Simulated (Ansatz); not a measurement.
Reaction (atomization): `[F][Ga][Br]`• → Br• + F• + Ga•

Calculated with Ansatz (gas phase, PBE0-D4/def2-TZVP geometries, no zero-point term in ΔE). CCSD(T)/CBS is the MP2 limit (def2-TZVPP, def2-QZVPP) plus CCSD(T) − MP2 in def2-TZVPP, frozen cores. This one scheme is used for every species, atoms too. Functionals use def2-TZVPP. HSE06 is defined as in plane-wave codes. Open shells (•) are unrestricted, without spin–orbit coupling. Spin–orbit coupling would lower the free atoms: a little for F; clearly for Br, Ga. For Br, Ga outer-core shells are correlated without core-valence functions, so the limit isn't a true one: a few kJ/mol of doubt a bond, and 10 to 20 or more in all where bonds break to atoms. Scalar relativity is left out up to krypton.

```tsv
level	ΔE (eV)	difference from CCSD(T)/CBS
LDA (SPW92)	9.32	1.56
PBE-D4	8.06	0.30
revPBE-D4	7.71	-0.05
BLYP-D4	7.68	-0.08
r2SCAN-D4	8.03	0.27
B97M-V	7.76	0.00
PBE0-D4	7.74	-0.02
r2SCANh-D4	7.89	0.13
r2SCAN0-D4	7.69	-0.07
HSE06-D4	7.75	-0.01
BHLYP-D4	7.20	-0.56
CAM-B3LYP-D4	7.65	-0.11
ωB97X-V	7.77	0.01
ωB97M-V	7.64	-0.12
B2PLYP	7.65	-0.11
PBE-QIDH	7.81	0.05
revPBE	7.57	-0.19
BLYP	7.55	-0.21
r2SCAN	8.02	0.26
r2SCANh	7.87	0.11
r2SCAN0	7.68	-0.08
HSE06	7.70	-0.06
BHLYP	7.10	-0.66
CAM-B3LYP	7.60	-0.16
LC-ωPBE	7.80	0.04
RPA@PBE/def2-TZVPP	6.75	-1.01
HF/def2-SVP	5.46	-2.30
MP2/def2-SVP	7.77	0.01
CCSD(T)/def2-SVP	7.20	-0.56
MP2/def2-TZVPP	8.18	0.42
SCS-MP2/def2-TZVPP	7.75	-0.01
CCSD/def2-TZVPP	7.39	-0.37
CCSD(T)/def2-TZVPP	7.60	-0.16
HF/def2-QZVPP	5.53	-2.23
MP2/def2-QZVPP	8.27	0.51
SCS-MP2/def2-QZVPP	7.87	0.11
CCSD/def2-QZVPP	7.55	-0.21
CCSD(T)/def2-QZVPP	7.79	0.03
HF/CBS(def2)	5.53	-2.23
CCSD/CBS(def2)	7.54	-0.22
CCSD(T)/CBS	7.76	0
```

Largest T1 diagnostic among the species: 0.014.

From PBE to PBE0 (25 % exact exchange), in def2-TZVPP and without D4, ΔE moves by −0.31 eV: exact exchange takes away binding that semilocal exchange gives to molecules. The D4 term adds +0.10 eV with B3LYP and +0.05 eV with PBE0; it sums over pairs of atoms, weighted by their polarisabilities, and B3LYP, whose exchange is more repulsive, gets the larger term.

B3LYP here is the variant with VWN-RPA as its local correlation; programs differ in this.

For atomizations the MP2-based limit and the directly extrapolated one differ by several kJ/mol either way, and by 10 to 25 for some Ge, Se and Sn compounds, so smaller differences from it don't rank the levels.
